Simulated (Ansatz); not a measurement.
`O=CBBr` + H₂Te → `O=CB[TeH]` + HBr at 298.15 K and 1 bar (ligand exchange at a B–Br bond).

Calculated with Ansatz (gas phase, PBE0-D4/def2-TZVP geometries, no zero-point term in ΔE). CBS: MP2 limit from def2 TZ/QZ plus the TZ coupled-cluster correction, frozen cores. Elements past krypton have def2 core potentials. For Br, Te outer-core shells are correlated without core-valence functions, which leaves a few kJ/mol of doubt a bond. Scalar relativity is left out up to krypton. One conformer a species, not always the lowest.

```
    species  CCSD(T)/CBS energy (Eh)  H − E (kJ/mol)  S (J/(mol·K))
   `O=CBBr`              -2712.53327            97.4          314.1
       H₂Te               -268.91024            41.3          228.4
`O=CB[TeH]`               -407.52349           115.9          332.4
        HBr              -2573.91920            24.6          198.6
```

H − E and S are ideal-gas, rigid-rotor, harmonic terms from PBE0-D4/def2-TZVP, for one conformer and one mirror image of each species. 1 Eh = 2625.50 kJ/mol, R = 8.31446 J/(mol·K).

**Question.** By hand: ΔE, ΔH, ΔS and ΔG.

**Answer.** ΔE = (-407.52349) + (-2573.91920) − (-2712.53327) − (-268.91024) = 0.00082 Eh = 2.2 kJ/mol. Δ(H − E) = 115.9 + 24.6 − 97.4 − 41.3 = 1.8, so ΔH = 4.0 kJ/mol. ΔS = 332.4 + 198.6 − 314.1 − 228.4 = -11.5 J/(mol·K). ΔG = 4.0 − 298.15 × (-11.5)/1000 = 7.4 kJ/mol.

**Question.** By hand: the equilibrium constant, and the temperature at which ΔG would vanish if ΔH and ΔS stayed fixed.

**Answer.** log₁₀ K = −ΔG/(RT ln 10) = -1.3. ΔH and −TΔS have one sign here, so there is no such temperature. One of them is within its doubt of zero, so this could turn.

TΔS isn't small against ΔH here. A doubt of 5 kJ/mol in ΔE shifts log₁₀ K by 0.9 here. Other conformers and mirror images would add mixing entropy, several J/(mol·K) or more a flexible species. Modes under 60 cm⁻¹, often nearly free rotors, make the harmonic entropy too high. These are equilibria of isolated gas molecules and say nothing of rates. Largest T1 diagnostic: 0.017 (customary marks: 0.02 for closed shells, 0.045 for open ones).
